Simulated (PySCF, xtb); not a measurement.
B(Cl)(SH)2 (BClH2S2), SMILES SB(S)Cl.

xtb with GFN2-xTB at its own geometry gives an orbital gap of 4.05 eV and a dipole moment of 2.12 D.

Geometry: PBE0-D3(BJ)/def2-SVP. The values are those of a single conformer.

Problem. What does CAM-B3LYP/def2-TZVPD run with PySCF give? (An estimate is asked for; the answer gives what the named calculation found.)

Solution. gap 9.06 eV (levels -9.14 and -0.09 eV), dipole 2.19 D.
